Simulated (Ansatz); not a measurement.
Relaxation of CH2BrMgO (6 atoms, charge 1, multiplicity 1), to a largest force component of 0.02 eV/Å in at most 50 steps.

These are results of Ansatz, UKS B3LYP/def2-SVP, not measurements.

```xyz
6
Properties=species:S:1:pos:R:3
C 0.584 1.193 0.512
O 0.086 0.179 0.082
Mg -0.685 -1.413 -0.599
Br -1.625 -3.305 -1.429
H 1.441 1.669 0.007
H 0.197 1.676 1.425
```

Task: Where does it end, and by what steps?

Result: The forces met the threshold. Limits of this set-up: the dipole of an ion depends on the origin. After 5 steps the energy has fallen by 0.035 eV; Br4 moved furthest, 0.06 Å.

| step | energy less start (eV) | largest force component (eV/Å) | accepted |
| --- | --- | --- | --- |
| 0 | 0.0000 | 1.189 | yes |
| 1 | -0.0284 | 0.325 | yes |
| 2 | 0.1125 | 1.355 | no |
| 3 | -0.0341 | 0.260 | yes |
| 4 | -0.0347 | 0.027 | yes |
| 5 | -0.0348 | 0.001 | yes |

```xyz
6
Properties=species:S:1:pos:R:3
C 0.599 1.221 0.525
O 0.094 0.194 0.085
Mg -0.705 -1.435 -0.617
Br -1.648 -3.362 -1.447
H 1.461 1.689 0.009
H 0.200 1.694 1.444
```

The run took 22 s on 2 threads of Arm Neoverse V1 (shared host), peak memory 0.26 GiB.
